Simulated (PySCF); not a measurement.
**Spin–spin coupling constants**

Cartesian coordinates in Å; atom numbers follow the order of the lines, from 1:
```xyz
14

C     3.2032   -0.0606    0.6055
C     1.8037    0.0106    0.4885
C     0.5817    0.0738    0.3891
C    -0.7619    0.1265    0.2843
C    -1.7780    1.0781    0.5914
C    -2.7636    0.2662    0.1119
C    -1.8049   -0.8488   -0.2520
H     3.6142   -0.8900    0.0288
H     3.6598    0.8871    0.3071
H     3.4582   -0.2038    1.6619
H    -1.7490    2.0588    1.0272
H    -3.8301    0.3586    0.0085
H    -1.7230   -1.0860   -1.3121
H    -1.9111   -1.7709    0.3179
```

Total charge +1.

Indirect spin–spin couplings were computed at B3LYP/pcJ-1 (without the spin–dipole term) (PySCF 2.14.0 with density-fitted response routines) on a GFN2-xTB structure, for the isolated molecule, without vibrational or relativistic corrections. Couplings are averaged over pairs made equivalent by symmetry, fast rotation or ring inversion, so a value needn't be that of the named pair in this geometry, while other rotamers aren't included; one pair stands for each set, and the list holds a selection of those of at least 0.8 Hz over up to four bonds.

Isotopes: ¹³C, ¹H.

```csv
pair,bonds,J (Hz)
"C1, C2",1,69.7
"C1, H8",1,143.0
"C2, C3",1,186.1
"C3, C4",1,114.0
"C4, C5",1,44.3
"C4, C7",1,?
"C5, C6",1,52.7
"C5, H11",1,202.0
"C6, C7",1,31.2
"C6, H12",1,?
"C7, H13",1,157.6
"C1, C3",2,?
"C2, C4",2,13.1
"C2, H8",2,?
"C4, C6",2,-8.6
"C4, H13",2,-6.1
"C6, H11",2,?
"C6, H13",2,-6.3
"C7, H12",2,6.5
"H8, H9",2,?
"C2, C5",3,?
"C2, C7",3,2.1
"C3, H8",3,4.0
"H11, H12",3,2.4
"H12, H13",3,?
"C4, H8",4,-0.9
```

Estimate the withheld couplings, with signs.

## Answers


- ¹J(C4,C7) = 30.4 Hz (bond length 1.525 Å)
- ¹J(C6,H12) = 198.7 Hz (bond length 1.075 Å, sp2 carbon)
- ²J(C1,C3) = 10.7 Hz (angle at C2 180°)
- ²J(C2,H8) = -11.6 Hz
- ²J(C6,H11) = 2.6 Hz (angle at C5 135°)
- ²J(H8,H9) = -22.1 Hz (mean over equivalent pairs that range from -29.0 to -14.3 Hz in this conformer)
- ³J(C2,C5) = 1.9 Hz
- ³J(H12,H13) = 1.1 Hz (dihedral angle 64°)
